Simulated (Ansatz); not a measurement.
System: CAuO, charge 0, multiplicity 2. SMILES of the parent species: [C-](#[O+])->[Au]

Atoms: Au1, O2, C3. Bonds: Au1-C3, O2-C3.

Bond lengths (Å) and angles (degrees) optimised at PBE/6-31G* with LANL2DZ past Ar with Ansatz (a program for electronic structure); B3LYP/LANL2DZ with Ansatz; B3LYP/6-31G* with LANL2DZ past Ar with Ansatz; MP2/6-31G* with LANL2DZ past Ar with Ansatz, each started from the B3LYP-D3(BJ)/def2-TZVP structure (Ansatz) of the last column. A row stands for all coordinates that are equal there. 6-31G* holds six Cartesian d functions. No wavenumbers were computed at PBE/6-31G* with LANL2DZ past Ar, B3LYP/LANL2DZ, MP2/6-31G* with LANL2DZ past Ar, so these may be saddle points.

```tsv
coordinate	PBE/6-31G* with LANL2DZ past Ar	B3LYP/LANL2DZ	B3LYP/6-31G* with LANL2DZ past Ar	MP2/6-31G* with LANL2DZ past Ar	B3LYP-D3(BJ)/def2-TZVP
Au1-C3	2.001	2.055	2.082	2.100	2.053
O2-C3	1.164	1.179	1.148	1.152	1.138
Au1-C3-O2	140.3	140.1	139.3	155.7	140.2
```

Mean signed difference of all 2 bond lengths from B3LYP-D3(BJ)/def2-TZVP: PBE/6-31G* with LANL2DZ past Ar -0.013 Å, B3LYP/LANL2DZ 0.021 Å, B3LYP/6-31G* with LANL2DZ past Ar 0.019 Å, MP2/6-31G* with LANL2DZ past Ar 0.031 Å.
